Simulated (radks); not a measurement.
Question: These are the eigenvalues of the occupied orbitals of an atom or ion with whole-number occupations (eV). All-electron calculation, scalar-relativistic Kohn-Sham, r2SCAN, spin-polarised, spherical densities, finite nucleus; meta-GGA in the generalised Kohn-Sham scheme; Fermi nuclear charge, rms radius of each element as measured or else 0.836 A^(1/3) + 0.57 fm. Program: a radial shooting solver on a logarithmic mesh with Libxc functionals.

1s down: -33223.76
1s up: -33223.76
2s up: -5304.409
2s down: -5302.622
2p up: -4776.484
2p down: -4775.143
3s up: -1218.432
3s down: -1218.055
3p up: -1046.338
3p down: -1045.760
3d up: -789.6577
3d down: -788.3630
4s up: -354.6971
4s down: -349.6944
4p up: -298.7615
4p down: -293.7468
4d up: -215.3778
4d down: -210.4484

Which element is it, and in what charge state? The configuration may be excited. Open shells, if any, are filled with parallel spins first.

Answer: Z = 53, iodine, charge +10: I10+ in [Kr] 4d7. The list shows which subshells hold electrons but not how many an open one holds; the 1s level, -1221 hartree, gives Z - s = 49.4 by -(Z - s)^2/2, which with screening and relativity narrows Z to a few neighbours, and the depths of the outer levels then fix element, charge and occupations together.
